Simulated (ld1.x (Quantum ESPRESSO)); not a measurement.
**An odd input for ld1.x (Quantum ESPRESSO) 7.5 (Zn)**

Command:

```bash
ld1.x < Zn.in > Zn.out
```

Input:

```
&input
   title='Zn', zed=30., rel=1, dft='PBESOL', iswitch=3,
   config='[Ar] 3d10 4s1.5 4p0.5',
   nld=3, rlderiv=3.15, eminld=-3.0, emaxld=5.0, deld=0.02
 /
 &inputp
   pseudotype=2, tm=.false., lloc=0,
   nlcc=.true., new_core_ps=.true., rcore=0.70,
   file_wfcaegen='ae.wfc', file_wfcncgen='nc.wfc', file_beta='beta', file_chi='chi'
 /
3
4P  2  1   0.50   0.00  2.90  2.90  0.0
3D  3  2  10.00   0.00  1.35  1.35  0.0
4S  1  0   1.50   0.00  1.60  1.60  0.0
 &test
   configts(1)='3d10 4s1.5 4p0.5'
 /
```

This is an input that runs to its end, with one change: file_pseudopw left out.

Problem. How does the run end?

Solution. The program runs through. The occupied levels of the test differ from the all-electron ones by at most 0.00000 Ry (unchanged input: 0.00000 Ry). No file is written.

```

      Wfc   3D  rcut= 1.348  Estimated cut-off energy=      129.35 Ry
      This function has    0 nodes for 0 < r <    1.348

     ------------------- End of pseudopotential generation -------------------

     Computing logarithmic derivative in   3.13482
     Computing logarithmic derivative in   3.13482
     Computing the partial wave expansion
       no projector for channel:   0
     R is outside the sphere for l=    1 j= 0.00
     R is outside the sphere for l=    2 j= 0.00

     ---------------------- Testing the pseudopotential ----------------------

     Zn
     scalar relativistic calculation

     atomic number is 30.00   valence charge is 12.00
     dft =PBESOL   lsd =0 sic =0 latt =0  beta=0.20 tr2=1.0E-14
     mesh =1201 r(mesh) =  99.36527 xmin = -7.00 dx = 0.01250

     n l     nl             e AE (Ry)        e PS (Ry)    De AE-PS (Ry)
     3 2     3D   1(10.00)       -0.83280       -0.83281        0.00000
     1 0     4S   1( 1.50)       -0.49711       -0.49711       -0.00000
     2 1     4P   1( 0.50)       -0.11986       -0.11986        0.00000

     eps = 1.6E-15  iter = 10

     Etot =   -3589.018700 Ry,   -1794.509350 Ha,  -48831.087038 eV
     Etotps =  -142.641626 Ry,     -71.320813 Ha,   -1940.738184 eV

     Ekin =     147.867472 Ry,      73.933736 Ha,    2011.839444 eV
     Encl =    -188.116801 Ry,     -94.058400 Ha,   -2559.459460 eV
     Ehrt =     113.559135 Ry,      56.779568 Ha,    1545.050747 eV
     Ecxc =     -47.346269 Ry,     -23.673135 Ha,    -644.178812 eV
     (Ecc =     -22.801175 Ry,     -11.400587 Ha,    -310.225788 eV)
     Epseu=    -168.605163 Ry,     -84.302581 Ha,   -2293.990104 eV

     ---------------------- End of pseudopotential test ----------------------
```
